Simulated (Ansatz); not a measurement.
A nudged elastic band was laid between two geometries of GaH₆NOSi (10 atoms, charge 0, multiplicity 1).

Level of theory: RKS r2SCAN-D4/def2-SVP (Ansatz 0.2.0).

```
movable images  : 1
climbing image  : yes
spring          : 5.0 eV/Å²
optimiser       : quadratic models (default)
start path      : through a guess of the saddle point
force threshold : 0.05 eV/Å
iteration limit : 60
end points      : relaxed
```

First end point:

```xyz
10
Properties=species:S:1:pos:R:3
N -1.226 1.567 -1.578
Ga 0.199 0.631 -1.010
O -0.164 -0.277 0.489
Si 0.567 -1.300 1.558
H -1.247 2.147 -2.408
H -2.116 1.557 -1.092
H 1.592 0.566 -1.673
H -0.233 -2.554 1.702
H 1.948 -1.678 1.109
H 0.680 -0.659 2.904
```

Last end point:

```xyz
10
Properties=species:S:1:pos:R:3
N -1.041 1.020 -1.084
Ga 0.561 0.420 -0.457
O 0.351 0.146 1.485
Si 0.349 -1.714 1.227
H -1.104 1.255 -2.071
H -1.874 0.503 -0.813
H 1.974 0.967 -0.772
H -1.109 -1.667 0.764
H 0.812 -1.373 -0.326
H 1.080 0.443 2.047
```

**Question.** Which bonds break or form, and what moves?

**Answer.** Bonds broken: Si4–H10. Bonds formed: O3–H10.

**Question.** Give the energies along the band, and the barrier.

**Answer.** The forces met the threshold. The highest image is number 1 of 0 to 2, 309.5 kJ/mol above the first end and 144.7 kJ/mol above the last; the last end lies 164.8 kJ/mol above the first. Neighbouring images differ by up to 3.2 eV, so the band resolves the path poorly. The order of the stationary point at the top wasn't checked. So few images can step over the top or miss a turn of the path. The orbitals stay closed-shell, which can raise the energy where a bond breaks towards radicals; this wasn't checked here.

```
image  path coordinate (Å)  energy (kJ/mol)  Si4–H10 (Å)  O3–H10 (Å)
    0                 0.00              0.0         1.50        2.59
    1                 4.23            309.5         1.64        1.25
    2                 6.98            164.8         2.42        0.97
```

**Question.** What is the geometry of the highest image?

**Answer.** 
```xyz
10
Properties=species:S:1:pos:R:3
N -0.977 0.767 -1.474
Ga 0.578 1.137 -0.649
O 0.730 0.221 0.923
Si 0.341 -1.474 1.561
H -1.294 1.190 -2.339
H -1.684 0.158 -1.072
H 1.733 2.043 -1.116
H -0.984 -1.347 2.275
H -0.039 -2.272 0.333
H 1.596 -0.422 1.559
```

The run took 2.4 min on 2 threads of Arm Neoverse V1, on a shared host, peak memory 0.17 GiB.
